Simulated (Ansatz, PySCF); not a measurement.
C5H6O2, SMILES Cc1coc(O)c1. Atoms are numbered in the order given.

```xyz
13

C     -2.4554    -0.8238    -0.1990
C     -1.0826    -0.2431    -0.0553
C     -0.7550     1.0383     0.2831
O      0.6139     1.1928     0.3134
C      1.1442     0.0026    -0.0075
O      2.4871    -0.0019    -0.0193
C      0.1727    -0.9334    -0.2489
H     -2.6205    -1.2091    -1.2188
H     -3.2284    -0.0693     0.0078
H     -2.6070    -1.6656     0.4970
H     -1.3326     1.9250     0.5236
H      2.7842    -0.8920    -0.2583
H      0.3198    -1.9746    -0.5271
```

Geometry: TPSSh-D3(BJ)/def2-SVP. One conformer was computed; it need not be the lowest.

Two levels are set side by side: PBE-D3(BJ)/def2-SVP (Ansatz, a first-principles code) and TPSSh-D3(BJ)/def2-SVP (PySCF). Each level has its own optimised geometry; the coordinates shown are those of the second. Frequencies come from the Hessian of PySCF at each geometry. Differences are taken from unrounded values.

```csv
quantity,TPSSh-D3(BJ)
mean bond length (Å),1.245
bond C1–C2 (Å),1.498
bond C2–C3 (Å),1.365
bond C2–C7 (Å),1.446
bond C3–O4 (Å),1.378
bond O4–C5 (Å),1.342
bond C5–O6 (Å),1.343
bond C5–C7 (Å),1.370
bond C1–H8 (Å),1.103
bond C1–H9 (Å),1.100
bond C1–H10 (Å),1.103
bond C3–H11 (Å),1.085
bond O6–H12 (Å),0.968
bond C7–H13 (Å),1.088
highest harmonic wavenumber (cm⁻¹),3815
mean harmonic wavenumber (cm⁻¹),1354
zero-point energy (kcal/mol),63.88
```

Q: What does PBE-D3(BJ) give, and how far is it from TPSSh-D3(BJ)? (Estimate from the structure and the level; the computed values follow.)

A: 
```tsv
quantity	PBE-D3(BJ)	PBE-D3(BJ) minus TPSSh-D3(BJ)
mean bond length (Å)	1.251	0.006
bond C1–C2 (Å)	1.497	0.000
bond C2–C3 (Å)	1.374	0.009
bond C2–C7 (Å)	1.448	0.002
bond C3–O4 (Å)	1.381	0.003
bond O4–C5 (Å)	1.349	0.007
bond C5–O6 (Å)	1.346	0.004
bond C5–C7 (Å)	1.379	0.008
bond C1–H8 (Å)	1.110	0.008
bond C1–H9 (Å)	1.107	0.008
bond C1–H10 (Å)	1.110	0.008
bond C3–H11 (Å)	1.094	0.008
bond O6–H12 (Å)	0.974	0.006
bond C7–H13 (Å)	1.096	0.008
highest harmonic wavenumber (cm⁻¹)	3744	-70
mean harmonic wavenumber (cm⁻¹)	1320	-34
zero-point energy (kcal/mol)	62.26	-1.62
```

Exact exchange shortens and stiffens bonds; PBE has none. Differences between two approximate levels are no errors against the true value.
